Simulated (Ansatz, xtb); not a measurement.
## Two isomers of C5H8S2

Structure I is `CC1=CCCSS1`, a singlet and structure II is `C1=CSCSCC1`, a singlet. Both are isolated molecules in the gas phase, relaxed with B3LYP-D3(BJ)/def2-SVP; the shapes shown needn't be the lowest conformers.

I (Å):

```xyz
15

C    -2.0442   -1.4389    0.1486
C    -0.7410   -0.6851    0.1555
C    -0.6055    0.5638   -0.3227
C     0.6067    1.4590   -0.3393
C     1.8012    1.0058    0.4941
S     2.2771   -0.7221    0.1050
S     0.5696   -1.6375    0.9112
H    -2.8623   -0.7954   -0.2074
H    -2.3049   -1.7919    1.1613
H    -1.9829   -2.3297   -0.4982
H    -1.5031    1.0036   -0.7728
H     0.9285    1.6037   -1.3867
H     0.2998    2.4612    0.0150
H     1.5989    1.0671    1.5738
H     2.6877    1.6206    0.2741
```

II (Å):

```xyz
15

C    -1.7610   -0.8823   -0.1882
C    -0.8921   -1.8076    0.2502
C     1.0151    0.0330    1.0744
C    -0.1483    0.7722   -1.3533
C    -1.5248    0.5057   -0.7333
S     0.8602   -1.6923    0.4938
S     1.1581    1.3251   -0.2042
H    -2.8139   -1.1881   -0.1726
H    -1.2731   -2.7939    0.5342
H     1.9395    0.0830    1.6678
H     0.1641    0.2290    1.7421
H    -0.2161    1.5945   -2.0816
H     0.2104   -0.1177   -1.8929
H    -1.7422    1.2715    0.0347
H    -2.2845    0.6674   -1.5180
```

**Question.** Estimate which is lower in electronic energy at CCSD(T)/def2-SVP + ΔMP2/def2-TZVPP, and by roughly how much.

**Answer.** The CCSD(T)/def2-SVP + ΔMP2/def2-TZVPP calculation puts structure I lower, by 11.4 kcal/mol.

Level by level:

```json
{"level": "GFN2-xTB", "geometry": "GFN2-xTB", "E(II) − E(I) (kcal/mol)": "+23.3", "departure from the last row (kcal/mol)": "+11.9", "job, with rough time for the two": "optimisation, 0.16 s"}
{"level": "HF/STO-3G", "geometry": "GFN2-xTB", "E(II) − E(I) (kcal/mol)": "+9.5", "departure from the last row (kcal/mol)": "−1.8", "job, with rough time for the two": "single point, 0.38 s"}
{"level": "r2SCAN-D4/def2-SVP", "geometry": "GFN2-xTB", "E(II) − E(I) (kcal/mol)": "+10.8", "departure from the last row (kcal/mol)": "−0.5", "job, with rough time for the two": "single point, 4.7 s"}
{"level": "B3LYP-D3(BJ)/def2-SVP", "geometry": "B3LYP-D3(BJ)/def2-SVP", "E(II) − E(I) (kcal/mol)": "+10.4", "departure from the last row (kcal/mol)": "−0.9", "job, with rough time for the two": "optimisation, 40 s"}
{"level": "HF/def2-SVP", "geometry": "B3LYP-D3(BJ)/def2-SVP", "E(II) − E(I) (kcal/mol)": "+11.8", "departure from the last row (kcal/mol)": "+0.4", "job, with rough time for the two": "part of the CCSD(T) run"}
{"level": "MP2/def2-SVP", "geometry": "B3LYP-D3(BJ)/def2-SVP", "E(II) − E(I) (kcal/mol)": "+10.6", "departure from the last row (kcal/mol)": "−0.8", "job, with rough time for the two": "part of the CCSD(T) run"}
{"level": "CCSD(T)/def2-SVP", "geometry": "B3LYP-D3(BJ)/def2-SVP", "E(II) − E(I) (kcal/mol)": "+10.7", "departure from the last row (kcal/mol)": "−0.7", "job, with rough time for the two": "single point"}
{"level": "CCSD(T)/def2-SVP + ΔMP2/def2-TZVPP", "geometry": "B3LYP-D3(BJ)/def2-SVP", "E(II) − E(I) (kcal/mol)": "+11.4", "departure from the last row (kcal/mol)": "", "job, with rough time for the two": "single point, 83 s"}
```

As drawn, II has 2 C–S in place of 1 C–C, 1 S–S. Structure I has a 6-membered ring, II a 7-membered ring.

The levels shown agree on the order. The largest departure from CCSD(T)/def2-SVP + ΔMP2/def2-TZVPP is that of GFN2-xTB, 11.9 kcal/mol. The last row adds to CCSD(T) the change of the MP2 difference between the two basis sets, here +0.7 kcal/mol.

With thermal terms from frequencies at re-optimised GFN2-xTB minima (ideal gas, soft modes damped towards free rotors, one conformer each, 298.15 K, 1 atm): on the last row, ΔE + ΔZPE = +11.1, ΔH = +10.8, ΔG = +11.5 kcal/mol.

The correlated steps freeze 15 core orbitals. Codes used: Ansatz 0.2.0, xtb 6.7.1; the last row on 4 threads of Arm Neoverse V2 on a shared host.
